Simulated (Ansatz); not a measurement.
Reaction (isomerisation): `C=C[SiH](C)O` → `C=C([SiH3])OC`

Gas-phase electronic energies from Ansatz, PBE0-D4/def2-TZVP geometries. CBS: MP2 limit from def2 TZ/QZ plus the TZ coupled-cluster correction, frozen cores. DFT in def2-TZVPP. B3LYP here is the variant with VWN-RPA as its local correlation; programs differ in this. Each species was taken in one conformer, which may not be the lowest.

**Question.** Is it downhill or uphill in electronic energy at CCSD(T)/CBS, and by how much? (Best estimate.)

**Answer.** The calculation gave: Uphill: ΔE = +244.3 kJ/mol.

**Question.** What do these levels give: r2SCAN-D4, r2SCAN, B3LYP, HF/def2-TZVPP, CCSD(T)/def2-TZVPP, SCS-MP2/def2-QZVPP? (Best estimate.)

**Answer.** Ansatz gave: r2SCAN-D4 233.1, r2SCAN 233.1, B3LYP 228.2, HF/def2-TZVPP 239.8, CCSD(T)/def2-TZVPP 237.6, SCS-MP2/def2-QZVPP 245.1 kJ/mol.

Largest T1 diagnostic among the species: 0.013.

From PBE to PBE0 (25 % exact exchange), in def2-TZVPP and without D4, ΔE moves by +10.6 kJ/mol.
